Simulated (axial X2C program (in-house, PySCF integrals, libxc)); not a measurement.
## Curves of PmTe from open-shell CI on f5 s0

Computed with an in-house all-electron X2C program for linear molecules (integrals from PySCF): two-component X2C with atomic mean-field Coulomb and Gaunt terms, basis Pm dyall-v3z, Te dyall-v3z (cores contracted in-house). Orbitals come from Hartree–Fock averaged over the configuration Pm f5 s0; CI then distributes these electrons over the f, s shells of Pm.

Scan along the bond; masses Pm 144.913 u, Te 129.906 u. Energies in cm⁻¹ from the lowest point; levels are followed by energy order within each Ω. Lowest level at 2.859 Å: 100% f5.

| R (Å) | (1)Ω=1/2 | (1)Ω=3/2 | (1)Ω=5/2 | (2)Ω=1/2 | (2)Ω=3/2 |
| --- | --- | --- | --- | --- | --- |
| 2.659 | 2232 | 2278 | 2312 | 3044 | 3008 |
| 2.759 | 546 | 614 | 715 | 1361 | 1351 |
| 2.859 | 0 | 82 | 225 | 817 | 824 |
| 2.973 | 380 | 470 | 640 | 1197 | 1218 |
| 3.088 | 1500 | 1593 | 1774 | 2315 | 2343 |
| 3.216 | 3267 | 3357 | 3541 | 4077 | 4109 |
| 3.374 | 5750 | 5834 | 6008 | 6554 | 6586 |

Task: Fit the curves (1)Ω=1/2, (1)Ω=3/2, (1)Ω=5/2, (2)Ω=1/2, (2)Ω=3/2 near their minima.

Result: From the open-shell CI curves, Te from the lowest:

| level | Te (cm⁻¹) | Re (Å) | ωe (cm⁻¹) |
| --- | --- | --- | --- |
| (1)Ω=1/2 | 0 | 2.869 | 198.5 |
| (1)Ω=3/2 | 83 | 2.868 | 198.1 |
| (1)Ω=5/2 | 228 | 2.864 | 197.4 |
| (2)Ω=1/2 | 817 | 2.869 | 198.3 |
| (2)Ω=3/2 | 826 | 2.867 | 198.1 |

Without dynamic correlation distances can be off by several hundredths of an Å (long for ionic bonds, short for multiple bonds) and the wavenumbers are rough.

The 5 lowest curves are shown; the next is (2)Ω=5/2, from 894 cm⁻¹.

There is no dynamic correlation: spin–orbit spacings and, for f shells, spacings inside one term are the most reliable numbers, splittings between terms come out too wide, and energies between configurations are not reliable, so the lowest level need not be the ground state of the molecule. At most 4 roots were kept for each Ω > 0 (twice that for Ω = 0) within 2.2 eV of the lowest, so higher up levels can be missing between those listed; levels with Ω > 0 are doubly degenerate and listed once, Ω = 0 levels singly. States that fill the shells left empty in the average are placed too high.
